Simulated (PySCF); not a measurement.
## In₂F⁺: bending curve

Computed with PBE0/[F def2-TZVP, In def2-TZVP with ECP28], scalar-relativistic core potentials, density fitting, no spin–orbit coupling, PySCF.

Rigid scan from the singlet minimum (F–In 2.198 Å (×2); In–F–In 180.0°). Coordinate: the In–F–In angle, bonds fixed. Energies in kJ/mol from the minimum.

```json
{"bond angle (°)": "80", "E (kJ/mol)": "127.4", "dipole size (D, about the centre of mass)": "2.10"}
{"bond angle (°)": "90", "E (kJ/mol)": "87.7", "dipole size (D, about the centre of mass)": "1.87"}
{"bond angle (°)": "100", "E (kJ/mol)": "63.2", "dipole size (D, about the centre of mass)": "1.70"}
{"bond angle (°)": "110", "E (kJ/mol)": "45.0", "dipole size (D, about the centre of mass)": "1.55"}
{"bond angle (°)": "120", "E (kJ/mol)": "31.3", "dipole size (D, about the centre of mass)": "1.39"}
{"bond angle (°)": "130", "E (kJ/mol)": "20.7", "dipole size (D, about the centre of mass)": "1.21"}
{"bond angle (°)": "140", "E (kJ/mol)": "12.5", "dipole size (D, about the centre of mass)": "1.01"}
{"bond angle (°)": "150", "E (kJ/mol)": "6.7", "dipole size (D, about the centre of mass)": "0.78"}
{"bond angle (°)": "160", "E (kJ/mol)": "2.9", "dipole size (D, about the centre of mass)": "0.53"}
{"bond angle (°)": "170", "E (kJ/mol)": "0.7", "dipole size (D, about the centre of mass)": "0.27"}
{"bond angle (°)": "180", "E (kJ/mol)": "0.0", "dipole size (D, about the centre of mass)": "0.00"}
```
